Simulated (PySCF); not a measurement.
These 2 structures share the formula C6H3F3O. Method used: PySCF, PBE0-D3(BJ)/def2-SVP geometry optimisation, gas phase. Energies are electronic, without zero-point or thermal terms, for one conformer each. No frequencies were run at this level. Point groups hold within 0.08 Å.

Problem. Rank from lowest to highest electronic energy at this level (kcal/mol).
A. `[OH:1][c:2]1[c:3]([F:4])[cH:5][c:6]([F:7])[cH:8][c:9]1[F:10]` with H–O1–C2–C3 -1°
B. `[F:1][C:2]([F:3])=[C:4]([F:5])[c:6]1[cH:7][cH:8][cH:9][o:10]1` with C2–C4–C6–C7 179°

Solution. A (0.0), B (30.6).

As drawn, the lower has an O–H bond, which the higher lacks; the higher has two fluorines on one carbon and a C=C bond outside aromatic rings, which the lower lacks.

```tsv
SMILES	E (Eh)	E rel (kcal/mol)	dipole (D)	point group	A, B, C (MHz)
Oc1c(F)cc(F)cc1F	-604.10680	0.0	1.36	Cs	1769, 1258, 735.1
FC(F)=C(F)c1ccco1	-604.05802	30.6	1.86	–	2893, 929.4, 703.4
```
